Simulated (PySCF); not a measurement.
# How methods differ on the excitation energy of Re

Re [Xe] 4f14 5d5 6s2 (6S) → Re [Xe] 4f14 5d7 (4F), as a difference of total energies. Calculation: PySCF 2.14, in aug-cc-pVTZ-PP with one added diffuse shell each of s, p, d, f, g type with ECP60MDF (7s7p6d4f3g, 113 functions); a scalar-relativistic core potential. Correlated levels: valence: 5s2 5p6 frozen. The calculations carry no spin-orbit coupling.

```
           method  excitation energy (cm⁻¹)
              UHF                     47733
              LDA                     37631
              PBE                     35640
             PBE0                     36979
           r2SCAN                     39808
           revPBE                     34980
            M06-L                     37608
             TPSS                     35468
    MP2 (valence)                     39995
SCS-MP2 (valence)                     35869
```
